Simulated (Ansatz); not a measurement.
The cluster Si3Se3⁻, 6 atoms. Hardware: 4 threads of AMD EPYC 7B13 on a shared host.

Correlated methods freeze 42 core orbitals; core or outer-core shells of Se are correlated, in sets that lack core-valence functions.

How many basis functions does each of these Ansatz runs have, and roughly what does it cost? PBE0-D4/def2-TZVPD, charge -1 doublet, energy, from earlier orbitals; PBE0-D4/def2-SVP, charge -1 doublet, energy with a search over starts; PBE-D4/def2-TZVPD, charge 0 singlet at the geometry of the charge -1 doublet, energy, from earlier orbitals; PBE-D4/def2-TZVPD, charge 0 triplet at the geometry of the charge -1 doublet, energy, from earlier orbitals; PBE0-D4/def2-TZVPD, charge 0 triplet at the geometry of the charge -1 doublet, energy; B97M-V/def2-TZVPD, charge -1 doublet, energy, from earlier orbitals; PBE0-D4/def2-SVPD, charge -1 doublet, energy, from earlier orbitals; r2SCAN0-D4/def2-TZVPD, charge -1 doublet, energy, from earlier orbitals; RPA@PBE/def2-TZVPD, charge -1 doublet, energy, from earlier orbitals; PBE-D4/def2-TZVPD, charge -1 doublet, energy, from earlier orbitals; MP2/def2-TZVPD, charge -1 doublet, energy, from earlier orbitals; r2SCAN0-D4/def2-TZVPD, charge 0 singlet at the geometry of the charge -1 doublet, energy, from earlier orbitals.

Other jobs shared the machine, so times can vary by a factor of up to 3.

```
                                                                                                            run  functions  fitting or Cholesky vectors  wall time  peak host memory (GiB)
    PBE-D4/def2-TZVPD, charge 0 singlet at the geometry of the charge -1 doublet, energy, from earlier orbitals        300                         2094      5.5 s                    0.76
                                            PBE-D4/def2-TZVPD, charge -1 doublet, energy, from earlier orbitals        300                         2094       11 s                    0.84
                                          PBE0-D4/def2-SVP, charge -1 doublet, energy with a search over starts        150                         1419       11 s                    0.68
                                            PBE0-D4/def2-SVPD, charge -1 doublet, energy, from earlier orbitals        195                         1863       13 s                     1.1
    PBE-D4/def2-TZVPD, charge 0 triplet at the geometry of the charge -1 doublet, energy, from earlier orbitals        300                         2094       17 s                    0.86
r2SCAN0-D4/def2-TZVPD, charge 0 singlet at the geometry of the charge -1 doublet, energy, from earlier orbitals        300                         2247       18 s                     1.6
                                           RPA@PBE/def2-TZVPD, charge -1 doublet, energy, from earlier orbitals        300                         1892       19 s                     1.2
                                           PBE0-D4/def2-TZVPD, charge -1 doublet, energy, from earlier orbitals        300                         1892       22 s                     1.7
                                               MP2/def2-TZVPD, charge -1 doublet, energy, from earlier orbitals        300                         1892       30 s                     1.8
                                        r2SCAN0-D4/def2-TZVPD, charge -1 doublet, energy, from earlier orbitals        300                         1892       36 s                     1.8
                                            B97M-V/def2-TZVPD, charge -1 doublet, energy, from earlier orbitals        300                         2094       39 s                     1.2
                          PBE0-D4/def2-TZVPD, charge 0 triplet at the geometry of the charge -1 doublet, energy        300                         1892       58 s                     2.1
```
